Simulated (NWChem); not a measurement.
System: Si$_{2}$H$_{3}$Cl$_{2}$F; SMILES F[Si@H](Cl)[SiH2]Cl

The following NWChem deck was run.

```
start job
memory heap 200 mb stack 900 mb global 1100 mb
geometry units angstroms noautoz
  F      1.805155    -0.862628    -0.426637
  Si     0.417614    -0.794191     0.409747
  Cl    -0.675967    -2.490481    -0.017194
  Si    -0.842627     1.030668    -0.333316
  Cl     0.163335     2.772787     0.173819
  H      0.760149    -0.795152     1.854981
  H     -1.013598     0.969276    -1.811964
  H     -2.176316     1.028906     0.332644
end
basis spherical
  F library def2-svp
  Si library def2-svp
  Cl library def2-svp
  H library def2-svp
end
dft
  xc becke88 lyp
  iterations 200
  cgmin
end
task dft gradient
```

Excerpt of the output:

```
             Northwest Computational Chemistry Package (NWChem) 7.3.0
             --------------------------------------------------------

 C1  symmetry detected

                             Geometry "geometry" -> ""
                             -------------------------

 Output coordinates in angstroms (scale by  1.889725989 to convert to a.u.)

  No.       Tag          Charge          X              Y              Z
 ---- ---------------- ---------- -------------- -------------- --------------
    1 F                    9.0000     1.82252027    -0.85472685    -0.46236241
    2 Si                  14.0000     0.45174079    -0.80462064     0.40247562
    3 Cl                  17.0000    -0.62047623    -2.52272151     0.00994812
    4 Si                  14.0000    -0.85565998     0.99265910    -0.32618695
    5 Cl                  17.0000     0.12983693     2.75561751     0.14804666
    6 H                    1.0000     0.82431662    -0.78938902     1.84017786
    7 H                    1.0000    -1.05633512     0.91784517    -1.80047740
    8 H                    1.0000    -2.17492718     0.97231494     0.36760867

 Effective nuclear repulsion energy (a.u.)     416.9532633481

                                 NWChem DFT Module
                                 -----------------

 Summary of "ao basis" -> "ao basis" (spherical)
 ------------------------------------------------------------------------------
       Tag                 Description            Shells   Functions and Types
 ---------------- ------------------------------  ------  ---------------------
 F                          def2-svp                 6       14   3s2p1d
 Si                         def2-svp                 8       18   4s3p1d
 Cl                         def2-svp                 8       18   4s3p1d
 H                          def2-svp                 3        5   2s1p

            General Information
            -------------------
          SCF calculation type: DFT
          Wavefunction type:  closed shell.
          No. of atoms     :     8
          No. of electrons :    74
           Alpha electrons :    37
            Beta electrons :    37
          Charge           :     0
          Spin multiplicity:     1
          Use of symmetry is: off; symmetry adaption is: off
          Maximum number of iterations: 200
          AO basis - number of functions:   101
                     number of shells:    47
          Convergence on energy requested:  1.00D-06
          Convergence on density requested:  1.00D-05
          Convergence on gradient requested:  5.00D-04

              XC Information
              --------------
                    Becke 1988 Exchange Functional  1.000
              Lee-Yang-Parr Correlation Functional  1.000

             Grid Information
             ----------------
          Grid used for XC integration:  medium
          Radial quadrature: Mura-Knowles
          Angular quadrature: Lebedev.
          Tag              B.-S. Rad. Rad. Pts. Rad. Cut. Ang. Pts.
          ---              ---------- --------- --------- ---------
          F                   0.50       49          11.0       434
          Si                  1.10       88          10.0       590
          Cl                  1.00       88          12.0       590
          H                   0.35       45          11.0       434
          Grid pruning is: on
          Number of quadrature shells:   536
          Spatial weights used:  Erf1

      Superposition of Atomic Density Guess
      -------------------------------------

 Sum of atomic energies:       -1596.91447546

      Non-variational initial energy
      ------------------------------

 Total energy =   -1598.008046
 1-e energy   =   -3043.426380
 2-e energy   =    1028.465071
 HOMO         =      -0.296216
 LUMO         =       0.031795

 ----------------------------------------------
         Quadratically convergent ROKS

 Convergence threshold     :          5.000E-04
 Maximum no. of iterations :          200
 Final Fock-matrix accuracy:          1.000E-08
 ----------------------------------------------

              iter       energy          gnorm     gmax       time
             ----- ------------------- --------- --------- --------
                 1    -1600.4820246829  1.39D+00  2.43D-01      3.0
                 2    -1600.5752961259  6.91D-01  1.25D-01      9.3
                 3    -1600.5862302892  2.70D-01  4.26D-02     13.5
                 4    -1600.5907604376  8.15D-03  1.29D-03     20.5
                 5    -1600.5907671457  2.87D-05  4.83D-06     33.8

         Total DFT energy =    -1600.590767145675
      One electron energy =    -3045.135445517834
           Coulomb energy =     1137.550041874110
    Exchange-Corr. energy =     -109.958626850070
 Nuclear repulsion energy =      416.953263348119

 Numeric. integr. density =       73.999995939054

                       DFT Final Molecular Orbital Analysis
                       ------------------------------------

[...]

                         DFT ENERGY GRADIENTS

    atom               coordinates                        gradient
                 x          y          z           x          y          z
   1 F       3.444064  -1.615200  -0.873738   -0.011170  -0.000040   0.006462
   2 Si      0.853666  -1.520513   0.760569    0.004000  -0.004224  -0.005851
   3 Cl     -1.172530  -4.767252   0.018799    0.005742   0.009407   0.001750
   4 Si     -1.616963   1.875854  -0.616404    0.003228   0.003602   0.001133
   5 Cl      0.245356   5.207362   0.279768   -0.004564  -0.008957  -0.002097
   6 H       1.557733  -1.491729   3.477432   -0.000929  -0.000398  -0.003355
   7 H      -1.996184   1.734476  -3.402409    0.000872   0.000406   0.002752
   8 H      -4.110016   1.837409   0.694680    0.002820   0.000203  -0.000793
```

Level: BLYP/def2-SVP. The geometry was optimised at PBE0/def2-SVP.
